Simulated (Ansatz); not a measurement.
A nudged elastic band was laid between two geometries of BCl2H3O2 (8 atoms, charge 0, multiplicity 1).

Method: RKS PBE0-D4/def2-SVP in Ansatz 0.2.0.

| Item | Value |
| --- | --- |
| movable images | 7 |
| climbing image | yes |
| spring | 5.0 eV/Å² |
| optimiser | quadratic models (default) |
| start path | through a guess of the saddle point |
| force threshold | 0.05 eV/Å |
| iteration limit | 60 |
| end points | relaxed |

Image 0:

```xyz
8
Properties=species:S:1:pos:R:3
B -0.098 -0.040 0.096
Cl 0.121 -0.808 1.750
O 0.901 -0.188 -0.819
H 1.746 -0.391 -0.407
Cl -1.779 -0.168 -0.601
O -0.093 1.654 0.582
H -0.819 2.056 0.075
H -0.372 1.649 1.511
```

Image 8:

```xyz
8
Properties=species:S:1:pos:R:3
B -0.082 0.482 -0.498
Cl 0.112 0.037 3.106
O 1.146 -0.054 -0.547
H 1.211 -0.822 -1.122
Cl -1.429 -0.157 -1.474
O -0.287 1.542 0.330
H -1.187 1.883 0.295
H 0.122 0.853 2.098
```

(1) Which bonds break or form, and what moves?

(2) Give the energies along the band, and the barrier.

(3) What is the geometry of the highest image?

(4) What are the harmonic wavenumbers there?

Results:

(1) Bonds broken: B1–Cl2, O6–H8. Bonds formed: Cl2–H8. BCl2H3O2 becomes BClH2O2 + ClH.

(2) It converged. The highest image is number 4 of 0 to 8, 0.54 eV above the first end and 0.93 eV above the last; the last end lies 0.38 eV below the first. A vibrational analysis at the climbing image gives one clearly imaginary mode, 849i cm⁻¹: a first-order saddle point. The orbitals stay closed-shell, which can raise the energy where a bond breaks towards radicals; this wasn't checked here.

```csv
image,path coordinate (Å),energy (eV),B1–Cl2 (Å),O6–H8 (Å),Cl2–H8 (Å)
0,0.00,0.00,1.84,0.97,2.52
1,0.51,0.03,1.84,0.97,2.47
2,1.01,0.04,1.85,0.97,2.46
3,1.52,0.13,1.93,0.99,2.04
4,2.03,0.54,2.29,1.18,1.59
5,2.49,-0.03,2.69,1.60,1.34
6,2.94,-0.33,3.13,1.92,1.30
7,3.40,-0.38,3.43,1.98,1.30
8,3.86,-0.38,3.64,1.94,1.30
```

(3) 
```xyz
8
Properties=species:S:1:pos:R:3:forces:R:3
B -0.010 0.304 -0.054 -0.03 0.01 -0.02
Cl -0.074 -0.294 2.158 0.00 0.01 0.00
O 1.227 0.057 -0.517 0.03 0.01 0.01
H 1.322 -0.809 -0.924 0.00 -0.01 0.00
Cl -1.484 -0.368 -0.811 0.00 0.00 0.01
O -0.165 1.682 0.487 0.00 0.00 -0.03
H -1.053 2.020 0.297 0.00 0.00 0.01
H -0.156 1.173 1.552 0.00 -0.03 0.02
```

(4) 849i, 159, 235, 312, 343, 439, 445, 510, 584, 727, 933, 980, 1137, 1245, 1415, 1671, 3833, 3940 cm⁻¹.

The run took 4.5 min on 2 threads of Arm Neoverse N1, with other jobs on the host, peak memory 0.19 GiB.
